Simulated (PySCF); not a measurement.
thiophene (C₄H₄S), SMILES c1ccsc1. Atoms are numbered in the order given.

```xyz
9

C      0.0000     0.7121     1.2698
C      0.0000    -0.7121     1.2698
C      0.0000    -1.2349     0.0031
S      0.0000     0.0000    -1.1895
C      0.0000     1.2349     0.0031
H      0.0000     1.3256     2.1718
H      0.0000    -1.3256     2.1718
H      0.0000    -2.2830    -0.2932
H      0.0000     2.2830    -0.2932
```

Coordinates come from a PBE0-D3(BJ)/def2-SVP optimisation.

The numbers are results of PySCF with TDA-B3LYP/def2-SVPD, not measurements.

Vertical excitations.  State labels are in the subgroup C2v.

| state | symmetry | energy (eV) | λ (nm) | f | main pairs |
|---|---|---|---|---|---|
| S1 | A1 | 5.93 | 209 | 0.081 | HOMO−1→LUMO 75 %, HOMO→LUMO+3 22 % |
| S2 | B1 | 6.01 | 206 | 0.006 | HOMO→LUMO+1 98 % |
| S3 | B2 | 6.07 | 204 | 0.104 | HOMO→LUMO 90 % |
| S4 | A2 | 6.26 | 198 | 0.000 | HOMO−1→LUMO+1 97 % |
| S5 | A2 | 6.46 | 192 | 0.000 | HOMO→LUMO+2 97 % |
| S6 | B1 | 6.82 | 182 | 0.003 | HOMO−1→LUMO+2 98 % |
| S7 | A2 | 7.00 | 177 | 0.000 | HOMO→LUMO+4 93 % |
| S8 | B1 | 7.23 | 171 | 0.037 | HOMO→LUMO+5 95 % |
| S9 | B1 | 7.39 | 168 | 0.016 | HOMO−1→LUMO+4 88 % |
| S10 | A2 | 7.40 | 168 | 0.000 | HOMO→LUMO+6 91 % |
| T1 | B2 | 3.81 | 326 | 0 | HOMO→LUMO 97 % |
| T2 | A1 | 4.57 | 271 | 0 | HOMO−1→LUMO 97 % |
| T3 | B1 | 5.76 | 215 | 0 | HOMO→LUMO+1 95 % |
| T4 | A1 | 5.79 | 214 | 0 | HOMO→LUMO+3 90 % |
Triplets are in the Tamm–Dancoff approximation.
